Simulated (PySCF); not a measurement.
Cartesian coordinates in Å; atom numbers follow the order of the lines, from 1:
```xyz
10

Al   -1.166   -0.088   -0.821
H    -1.772   -1.523   -1.142
H    -1.832    1.240   -1.386
O     0.695   -0.061   -0.973
Al    1.190    0.083    0.821
H     1.813    1.507    1.155
H     1.839   -1.259    1.374
O    -0.672    0.074    0.971
H     1.247   -0.120   -1.755
H    -1.218    0.072    1.760
```

PySCF calculation with shieldings: GIAO B3LYP/pcSseg-1 (pcSseg-2 on Al) and geometry: PBE0-D3(BJ)/def2-SVP; gas phase, one conformer, equivalent nuclei averaged, no relativistic terms.

References, each an isolated molecule treated in the same way: TMS for $^{1}$H; $^{27}$Al vs [Al(H2O)6]3+; $^{17}$O vs H2O.

| atoms | nucleus | count | δ (ppm) |
| --- | --- | --- | --- |
| H2/H3/H6/H7 | $^{1}$H | 4 | 4.48 |
| Al1/Al5 | $^{27}$Al | 2 | 153.0 |
| H9/H10 | $^{1}$H | 2 | ? |
| O4/O8 | $^{17}$O | 2 | ? |

Q: Estimate the values marked ?.

A: 
- H9/H10: 1.36 ppm, hydrogen on an oxygen bonded to 2 Al
- O4/O8: 31.5 ppm, oxygen bonded to 2 Al, H

Exchangeable OH/NH protons stand at their gas-phase positions; hydrogen bonding in a real sample shifts them, mostly to higher δ. Hydrides on Al or Ga are broadened by the quadrupolar metal nucleus. Experimental scales use liquid or dissolved standards, which lie at an offset from isolated H2O (liquid H2O: subtract about 36 ppm).
